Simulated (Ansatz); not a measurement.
One change: `BrC1C[SiH2]1` becomes `B[C@H]1[SiH2][C@@H]1Br`.

Ansatz, PBE0-D4/def2-TZVP geometries, multiplicity 1. 

Scalar relativity is left out up to krypton. Spin–orbit coupling is left out; it splits and shifts lone-pair levels of the heavy atoms by tenths of an eV.

```json
{"property": "HOMO energy (PBE/def2-TZVPP) / eV", "`BrC1C[SiH2]1`": "-5.82"}
{"property": "LUMO energy (PBE0/def2-TZVPP) / eV", "`BrC1C[SiH2]1`": "-0.51"}
{"property": "HOMO energy (PBE0/def2-TZVPP) / eV", "`BrC1C[SiH2]1`": "-6.95"}
{"property": "LUMO energy (B3LYP/def2-TZVPP) / eV", "`BrC1C[SiH2]1`": "-0.73"}
{"property": "size of the dipole moment (ωB97M-V/def2-TZVPP) / D", "`BrC1C[SiH2]1`": "2.11"}
{"property": "size of the dipole moment (B3LYP/def2-TZVPP) / D", "`BrC1C[SiH2]1`": "2.08"}
```

Problem. What does the change do to each property? (An estimate is asked.)

Solution. Ansatz gave: 
| property | `B[C@H]1[SiH2][C@@H]1Br` | shift |
| --- | --- | --- |
| HOMO energy (PBE/def2-TZVPP) / eV | -6.13 | -0.31 |
| LUMO energy (PBE0/def2-TZVPP) / eV | -0.74 | -0.23 |
| HOMO energy (PBE0/def2-TZVPP) / eV | -7.19 | -0.24 |
| LUMO energy (B3LYP/def2-TZVPP) / eV | -0.94 | -0.21 |
| size of the dipole moment (ωB97M-V/def2-TZVPP) / D | 1.64 | -0.47 |
| size of the dipole moment (B3LYP/def2-TZVPP) / D | 1.58 | -0.50 |

Dipoles are sizes alone; their direction can turn.

Positive LUMOs are unbound, so they and the gaps depend on the basis.

B3LYP here is the variant with VWN-RPA as its local correlation; programs differ in this.
